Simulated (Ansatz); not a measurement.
Basis sets compared for Na₅H₄⁺ (the lowest singlet isomer of a short search). Charge 1, multiplicity 1. Geometry r2SCAN-D4/def2-SVP. Ansatz on 4 threads of Intel Xeon 6975P-C on a shared host; times are rough, and most runs start from earlier orbitals.

```xyz
9

Na   -2.723   -0.067    1.184
Na   -0.472   -2.671   -1.209
Na    0.588    2.481    1.521
Na   -0.164    0.273   -0.451
Na    2.836   -0.122   -0.869
H     1.755    1.391    0.136
H    -1.787   -1.339   -0.224
H    -1.218    1.419    1.235
H     1.186   -1.363   -1.325
```

B3LYP takes the VWN-RPA correlation. The structure comes from a short search, and lower isomers may exist.

```csv
level,functions,energy (Eh),HOMO (eV),LUMO (eV),wall time
HF/STO-3G,49,-801.4033,-6.56,8.39,0.1 s
HF/6-31G,73,-811.4194,-11.28,-1.96,0.25 s
PBE-D4/def2-SVP,95,-812.8375,-7.65,-4.01,0.65 s
B3LYP-D4/6-31G,73,-813.7622,-8.56,-3.72,0.75 s
PBE0-D4/def2-SVP,95,-812.9233,-8.70,-3.35,0.85 s
```

Q: Estimate the rows for HF/def2-TZVP, PBE-D4/def2-TZVP (with forces), B3LYP-D4/def2-TZVP, PBE0-D4/def2-TZVP.

A: 
```tsv
level	functions	energy (Eh)	HOMO (eV)	LUMO (eV)	wall time
HF/def2-TZVP	184	-811.4826	-11.41	-2.03	0.75 s
PBE-D4/def2-TZVP (with forces)	184	-813.1427	-7.73	-4.07	1.3 s
B3LYP-D4/def2-TZVP	184	-813.8291	-8.65	-3.72	1.6 s
PBE0-D4/def2-TZVP	184	-813.2240	-8.77	-3.41	1.4 s
```
